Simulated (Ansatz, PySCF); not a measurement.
CH₆GeO₂Si, SMILES [CH3][GeH]1[O][SiH2][O]1. Atoms are numbered in the order given.

```xyz
11

C     -1.9778     1.0948    -0.2947
Ge    -0.6441    -0.1732     0.2774
O      0.4120    -0.7926    -1.0686
Si     1.7711    -0.0492    -0.3946
O      0.8871     0.5918     0.8946
H     -2.4327     1.5818     0.5803
H     -1.5103     1.8565    -0.9331
H     -2.7666     0.5788    -0.8614
H     -1.1467    -1.3004     1.1940
H      2.3691     0.9944    -1.2752
H      2.8224    -1.0152     0.0322
```
Charge 0, spin multiplicity 1.

The structure is a stationary point at PBE0-D3(BJ)/def2-SVP. This is a generated structure with no PubChem entry under its InChIKey; it may be hypothetical.

Two levels are set side by side: PBE-D3(BJ)/def2-SVP (Ansatz, a quantum-chemistry and plane-wave program) and PBE0-D3(BJ)/def2-SVP (Ansatz). Each level has its own optimised geometry; the coordinates shown are those of the second. Frequencies come from the Hessian of PySCF at each geometry. Differences are taken from unrounded values.

```csv
quantity,PBE0-D3(BJ),PBE-D3(BJ),PBE-D3(BJ) minus PBE0-D3(BJ)
mean bond length (Å),1.606,1.621,0.015
bond C1–Ge2 (Å),1.927,1.945,0.018
bond Ge2–O3 (Å),1.820,1.843,0.024
bond Ge2–Si4 (Å),2.510,2.524,0.014
bond Ge2–O5 (Å),1.820,1.843,0.024
bond O3–Si4 (Å),1.689,1.708,0.019
bond Si4–O5 (Å),1.689,1.708,0.019
bond C1–H6 (Å),1.100,1.108,0.008
bond C1–H7 (Å),1.098,1.106,0.008
bond C1–H8 (Å),1.100,1.108,0.008
bond Ge2–H9 (Å),1.537,1.553,0.016
bond Si4–H10 (Å),1.491,1.504,0.013
bond Si4–H11 (Å),1.490,1.503,0.013
highest harmonic wavenumber (cm⁻¹),3198,3113,-85
mean harmonic wavenumber (cm⁻¹),1151,1106,-44
zero-point energy (kcal/mol),44.42,42.71,-1.71
```

Exact exchange shortens and stiffens bonds; PBE has none. Differences between two approximate levels are no errors against the true value.
